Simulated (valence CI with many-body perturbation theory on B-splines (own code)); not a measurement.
W3+: electric-dipole lines

Computed by configuration interaction combined with many-body perturbation theory (CI+MBPT): three valence electrons over a frozen Dirac-Fock core [Xe] 4f14, radial functions for each j: 7 s, 7 p, 8 d, 6 f, 4 g, 1 h, with the one-electron correlation potential Σ1 (screened to all orders), the two-electron term Σ2, the three-electron term Σ3, Breit, model QED; selected single and double excitations, second order for the rest, scaled by the run's own slope (own B-spline code, finite nucleus).

Set against measurement, 62 paired levels are off by 1221 cm⁻¹ on average, the worst by 2923. These come from a selection out of J. Phys. B 45, 035001 (2012). Levels without a partner in it may be off by more, other configurations by 1,000 to 8,000 cm⁻¹. 7 measured levels below the end of the list, from 46088 cm⁻¹ on, found no clear computed partner, and computed levels of the same name lie up to 1232 cm⁻¹ from them.

Lines 151 to 200 of 551 in falling wavelength, among levels below 202457 cm⁻¹, chosen from the strongest by gf and those to the six lowest levels. Wavelengths and rates use the calculated energies, so an error of 1000 cm⁻¹ moves a line at 152.2 nm by 1.5 % and its rate by three times that or more. Electric multipoles are in the length gauge, E1 and E2 with the static RPA response of the core. Weak lines are less certain than strong ones. Lines between different terms over intervals too small for the method are left out, as are lines whose strength nearly cancels. Where a level lies close to another of its J and parity, the split of strength between their lines is uncertain.

Names give the largest LS component (configuration and term), which can be under half, so a name can repeat, a term be missing and a line seem to break the LS rules; names also repeat where a configuration has a term twice. Letters in brackets count levels of one name in rising energy.

```csv
λ vac (nm),λ from measured levels,Upper,Lower,A (s⁻¹),log gf,Branch %
152.8,,5d2 6p 2H°_11/2,5d2 6s 2G_9/2,9.44e+08,0.60,55.7
152.2,,5d2 6d 2H_9/2 [a],5d2 6p 2G°_7/2 [b],1.42e+08,-0.31,6.5
152.2,151.6,5d2 6p 4G°_11/2,5d2 6s 4F_9/2,1.01e+09,0.62,83.6
152.1,,5d2 7s 4P_5/2,5d2 6p 2P°_3/2 [a],3.28e+08,-0.17,14.3
152.0,,5d2 6p 4F°_5/2 [b],5d2 6s 4F_3/2,3.87e+08,-0.09,24.3
151.6,,5d2 6p 4G°_9/2 [b],5d2 6s 4F_7/2,6.89e+08,0.38,39.6
151.3,,5d2 6d 2G_9/2 [a],5d2 6p 2G°_9/2 [a],4.36e+08,0.17,18.9
151.3,,5d2 6d 2G_7/2 [b],5d2 6p 2F°_7/2 [d],4.43e+08,0.08,17.6
151.0,,5d2 6d 4D_5/2,5d2 6p 4D°_3/2 [c],2.42e+08,-0.30,11.4
151.0,,5d2 7s 2G_7/2,5d2 6p 2F°_5/2 [c],1.00e+09,0.44,48.1
150.7,,5d2 6d 4D_7/2 [a],5d2 6p 2G°_7/2 [b],2.52e+08,-0.16,11.4
150.7,,5d2 6d 4F_7/2 [a],5d2 6p 2G°_9/2 [a],3.28e+08,-0.05,14.8
150.5,,5d2 6d 2D_5/2 [b],5d2 6p 2P°_3/2 [a],2.72e+08,-0.26,12.6
150.5,149.8,5d2 6p 4D°_7/2,5d2 6s 4P_5/2,4.15e+08,0.05,17.3
150.3,,5d2 6p 2F°_7/2 [d],5d2 6s 2G_9/2,4.39e+08,0.08,20.2
150.2,,5d2 6d 2F_7/2 [b],5d2 6p 4D°_5/2 [b],2.78e+08,-0.12,12.5
150.1,,5d2 6d 4D_3/2,5d2 6p 4D°_1/2 [b],3.05e+08,-0.38,14.2
149.8,,5d2 6p 2D°_5/2 [b],5d2 6s 2D_3/2,2.20e+08,-0.35,9.9
149.4,149.2,5d2 6p 2H°_9/2,5d2 6s 4F_9/2,2.65e+08,-0.05,14.2
149.2,,5d2 6p 2D°_3/2 [a],5d2 6s 4F_3/2,5.34e+08,-0.15,27.9
149.0,,5d2 6d 4G_5/2 [b],5d2 6p 4D°_5/2 [a],3.66e+08,-0.14,16.5
149.0,,5d2 7s 2F_7/2,5d2 6p 2G°_9/2 [a],3.38e+08,-0.05,14.3
148.7,,5d2 6d 2F_7/2 [d],5d2 6p 2F°_7/2 [d],2.68e+08,-0.15,11.5
148.6,147.5,5d2 6p 2F°_7/2 [a],5d2 6s 4F_5/2,3.67e+08,-0.01,14.8
148.5,,5d2 6p 2D°_5/2 [a],5d2 6s 4P_3/2,5.57e+08,0.04,33.4
148.4,147.7,5d2 6p 2G°_7/2 [a],5d2 6s 4F_7/2,2.37e+08,-0.20,11.2
148.4,,5d2 7s 2F_5/2,5d2 6p 4D°_3/2 [c],2.53e+08,-0.30,10.6
148.4,,5d2 6d 4F_9/2,5d2 6p 4D°_7/2,2.19e+08,-0.14,10.6
148.3,,5d2 6d 4G_7/2,5d2 6p 4D°_5/2 [a],1.98e+08,-0.28,8.9
147.9,,5d2 6d 2P_1/2 [b],5d2 6p 4D°_3/2 [c],1.08e+09,-0.15,52.8
147.9,,5d2 6d 2D_3/2 [d],5d2 6p 2F°_5/2 [c],4.99e+08,-0.18,25.2
147.8,147.0,5d2 6p 4P°_3/2,5d2 6s 4P_1/2,4.55e+08,-0.23,21.6
147.7,,5d2 6d 4F_5/2 [b],5d2 6p 2D°_3/2 [b],3.91e+08,-0.11,16.8
147.7,,5d2 6d 4F_7/2 [b],5d2 6p 2D°_5/2 [b],6.94e+08,0.26,31.9
147.6,,5d2 6d 2G_7/2 [a],5d2 6p 4D°_7/2,2.76e+08,-0.14,11.6
147.4,146.8,5d2 6p 4D°_5/2 [a],5d2 6s 4F_5/2,2.18e+08,-0.37,7.7
147.4,,5d2 7s 4F_5/2,5d2 6p 2F°_7/2 [a],5.61e+08,0.04,24.2
147.4,,5d2 6d 2H_9/2 [b],5d2 6p 2F°_7/2 [d],1.57e+08,-0.29,6.4
147.2,,5d2 6d 4G_7/2,5d2 6p 2F°_7/2 [a],2.32e+08,-0.22,10.5
147.1,,5d2 6d 2P_3/2 [b],5d2 6p 4D°_5/2 [b],5.98e+08,-0.11,28.0
146.9,,5d2 6d 4F_5/2 [b],5d2 6p 4D°_7/2,3.31e+08,-0.19,14.2
146.6,,5d2 6d 4F_5/2 [c],5d2 6p 4D°_7/2,3.89e+08,-0.12,17.4
146.6,,5d2 6d 2F_5/2 [a],5d2 6p 4P°_3/2,2.63e+08,-0.29,11.9
146.5,,5d2 6d 4H_9/2,5d2 6p 2F°_7/2 [a],8.11e+08,0.42,35.8
146.4,,5d2 6d 2H_11/2 [a],5d2 6p 2G°_9/2 [a],9.61e+08,0.57,44.8
146.3,,5d2 6d 2G_9/2 [b],5d2 6p 4D°_7/2,1.08e+09,0.54,49.1
146.1,,5d2 7s 2F_7/2,5d2 6p 4D°_5/2 [b],4.13e+08,0.02,17.5
146.0,,5d2 6d 4F_5/2 [a],5d2 6p 4D°_3/2 [c],2.61e+08,-0.30,12.3
145.9,,5d2 6p 2F°_5/2 [c],5d2 6s 2G_7/2,7.36e+08,0.15,34.0
145.8,,5d2 6d 4D_5/2,5d2 6p 2F°_5/2 [a],9.16e+08,0.24,43.0
```

Task: How does gf follow from A for the line at 145.8 nm?

Result: gf = 1.4992 × (2J+1)_upper × A / σ², with σ = 68586 cm⁻¹ and 2J+1 = 6: gf = 1.75.
